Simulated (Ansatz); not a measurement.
Basis sets compared for `N#CC1=C(c2cccnc2)C2C=CC1C2`. Charge 0, multiplicity 1. Geometry r2SCAN-D4/def2-SVP. Ansatz on 4 threads of Arm Neoverse V1 on a shared host; times are rough, and most runs start from earlier orbitals.

```
atom    x (Å)    y (Å)    z (Å)
  N1   3.2994  -0.3558   1.5119
  C2   2.3608  -0.5911   0.8539
  C3   1.2551  -0.9044   0.0406
  C4   0.1326  -0.1655  -0.2195
  C5  -0.2509   1.1544   0.2511
  C6   0.6719   2.0727   0.7977
  C7   0.2136   3.3094   1.2379
  C8  -1.1504   3.6055   1.1220
  N9  -2.0437   2.7531   0.6111
 C10  -1.6007   1.5712   0.1884
 C11  -0.7696  -1.0807  -1.0770
 C12  -1.2030  -2.2492  -0.1783
 C13  -0.1026  -2.9686   0.0875
 C14   1.0665  -2.2834  -0.6350
 C15   0.3266  -1.7985  -1.9052
 H16   1.7327   1.8194   0.8683
 H17   0.9045   4.0431   1.6621
 H18  -1.5381   4.5757   1.4577
 H19  -2.3617   0.8900  -0.2126
 H20  -1.5656  -0.5677  -1.6313
 H21  -2.2124  -2.3896   0.2130
 H22  -0.0048  -3.8340   0.7455
 H23   1.9873  -2.8689  -0.7532
 H24   0.9269  -1.1131  -2.5242
 H25  -0.0744  -2.6242  -2.5124
```

Binding counts from free atoms (N quartet, C triplet, H doublet) in the same basis, without a counterpoise term.

| level | functions | energy (Eh) | HOMO (eV) | LUMO (eV) | binding per atom (eV) | wall time |
| --- | --- | --- | --- | --- | --- | --- |
| PBE-D4/def2-SVP | 260 | -609.6631 | -5.73 | -3.03 | 5.42 | 6.5 s |
| PBE0-D4/def2-SVP | 260 | -609.7048 | -6.73 | -2.29 | 5.28 | 11 s |

Task: Estimate the rows for PBE-D4/def2-TZVP, PBE0-D4/def2-TZVP (with forces).

Result: 
| level | functions | energy (Eh) | HOMO (eV) | LUMO (eV) | binding per atom (eV) | wall time |
| --- | --- | --- | --- | --- | --- | --- |
| PBE-D4/def2-TZVP | 525 | -610.3132 | -5.83 | -3.13 | 5.34 | 15 s |
| PBE0-D4/def2-TZVP (with forces) | 525 | -610.3489 | -6.75 | -2.35 | 5.20 | 52 s |
